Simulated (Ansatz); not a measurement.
Basis-set series for H2I3NZr (`[NH2][Zr]([I])([I])[I]`). The species carries charge 0 and has multiplicity 1. Zr, I takes the def2 core potential. All single points use the PBE0-D4/def2-TZVP geometry. It is one conformer, not always the lowest.

| functional | basis | functions | energy (Eh) | HOMO (eV) | LUMO (eV) |
| --- | --- | --- | --- | --- | --- |
| PBE0-D4 | def2-SVP | 133 | -996.29375 | -7.59 | -2.58 |
| PBE0-D4 | def2-TZVPP | 265 | -996.40055 | -7.61 | -2.56 |
| ωB97M-V | def2-SVP | 133 | -996.15420 | -9.57 | -0.64 |
| ωB97M-V | def2-TZVPP | 265 | -996.26546 | -9.62 | -0.65 |

Task: Give the rows for def2-QZVPP. (Estimate.)

Result: Computed: 
```
functional       basis  functions  energy (Eh)  HOMO (eV)  LUMO (eV)
   PBE0-D4  def2-QZVPP        444   -996.41005      -7.63      -2.56
   ωB97M-V  def2-QZVPP        444   -996.27467      -9.63      -0.64
```
